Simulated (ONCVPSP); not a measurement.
**Before and after: ONCV potential for As**

```
Element                 : As (Z = 33)
Generator               : ONCVPSP 4.0.1
Type                    : optimised norm-conserving Vanderbilt (ONCV)
Functional              : LDA (Perdew-Wang 92)
Relativity              : scalar-relativistic
Frozen core             : [Ar] 3d10
Valence charge          : 5
Reference configuration : 4s1.75 4p3.25
Partial waves           : 4s: rc 1.25 bohr, ncon 3, nbas 6, qcut 4.8 1/bohr, 1 projector; 4p: rc 1.90 bohr, ncon 4, nbas 7, qcut 4.3 1/bohr, 2 projectors, debl 2.8 Ha
Local potential         : polynomial inside 0.95 bohr (lpopt 5, dvloc0 2 Ha)
Core correction         : Teter function, fcfact 3, rcfact 1.3
```

Change: local potential polynomial inside 1.05 bohr (lpopt 5, dvloc0 4 Ha).

Cutoffs: the cutoffs (Ha) at which the residual kinetic energy of the hardest occupied pseudo-wave falls to 1 and 0.1 mHa per electron; they do not see the model core or the augmentation charge, which bear on the density cutoff. Errors are all-electron minus pseudo energies relative to the spin-unpolarised reference configuration.

How do hardness, ghosts and transferability respond?

The potential gets neither clearly harder nor softer (31 Ha and 70 Ha → 31 Ha and 70 Ha); the bound ghost in s disappears; the lowest positive-energy flag moves from p at 158.0 eV to s at 1.8 eV; of the 4 tests that both files solve, the error grows in 3 and shrinks in 0 by more than 15 % and 0.3 meV (median size 2.9 → 7.6 meV); the range in which the s phases agree narrows (upper end 4.8 → -0.2). In the separable form a ghost depends on how the local part lies against the semilocal potential of the channel, so the choice of the local part can create or remove one.

| quantity | base | changed |
| --- | --- | --- |
| cutoff, loose | 31 Ha | 31 Ha |
| cutoff, tight | 70 Ha | 70 Ha |
| bound ghosts | s | none |
| GHOST(+) flags under 300 eV | p at 158.0 eV | s at 1.8 eV |
| error for 4s2 4p3, meV [ΔE -2.35 eV] | +0.6 | +0.8 |
| error for 4s2 4p2, meV [ΔE 6.97 eV] | -0.1 | +1.5 |
| error for 4s2 4p1, meV [ΔE 25.13 eV] | -5.1 | +14 |
| error for 4s2 4p0, meV [ΔE 53.16 eV] | -20 | +70 |
| s: phases at 1.27 bohr within 0.05 rad from the reference energy up to (Ha; the scan ends near 5) | 4.8 | -0.2 |
| p: phases at 1.93 bohr within 0.05 rad from the reference energy up to (Ha; the scan ends near 5) | 4.0 | 4.1 |
| rms error of d²Exc/dni dnj with the model core, mHa | 3.22 | 3.22 |

 A true bound ghost makes a file unfit for plane-wave use even where its test errors are small: the radial tests pick states by their node count and pass the ghost by.
